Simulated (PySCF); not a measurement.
C2H2Cl2Si, SMILES C#C[SiH](Cl)Cl.

Coordinates come from a B3LYP-D3(BJ)/def2-SVP optimisation.

Computed with ωB97X/def2-TZVP in PySCF.

Symmetry labels are those of the subgroup Cs that the program uses (full group Cs).

Computed valence orbital energies around the gap with their symmetry:
```csv
orbital,symmetry,energy (eV)
HOMO−7,A',-14.32
HOMO−6,A",-14.25
HOMO−5,A',-12.45
HOMO−4,A",-12.28
HOMO−3,A",-11.86
HOMO−2,A',-11.81
HOMO−1,A',-11.29
HOMO,A",-11.19
LUMO,A",1.18
LUMO+1,A',1.23
LUMO+2,A',2.82
LUMO+3,A',3.48
```
